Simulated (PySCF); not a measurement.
C4H9BFN.
InChI=1S/C4H9BFN/c1-3(5-7)4(2)6/h4-5H,1,7H2,2H3/t4-/m0/s1

Torsions of this conformer, `[CH2:1]=[C:2]([BH:3][NH2:4])[C@H:5]([CH3:6])[F:7]`: C1–C2–B3–N4 174°, C1–C2–C5–C6 103°, H–N4–B3–C2 -179°, H–N4–B3–C2 -1°.

The closed-shell ground state was solved at several levels (PySCF, density fitting, gas phase, non-relativistic). The structure is a single GFN2-xTB conformer in the gas phase; no vibrational or solvent corrections.

```
        level  basis functions  HOMO (eV)  LUMO (eV)  gap (eV)  dipole (D)
PBE0/pcSseg-1              164      -7.48      -0.68      6.80        2.83
  B3LYP/pcJ-1              279      -7.22      -0.86      6.36        2.85
```

Q: What might wB97X-D/def2-SVPD (215 basis functions) give for the same quantities?

A: HOMO -9.37 eV, LUMO 1.03 eV, gap 10.40 eV, dipole 2.77 D.

Q: Over all these levels, which gives the widest orbital gap and which the narrowest?

A: wB97X-D/def2-SVPD (range-separated hybrid) has the widest, 10.40 eV, and B3LYP/pcJ-1 (global hybrid, 20 % exact exchange) the narrowest, 6.36 eV. Functional and basis both differ between the two, so the spread mixes both effects.

Q: How far do the dipole and the HOMO energy spread over the levels?

A: The dipole runs from 2.77 to 2.85 D (mean 2.82 D) and the HOMO from -9.37 to -7.22 eV.
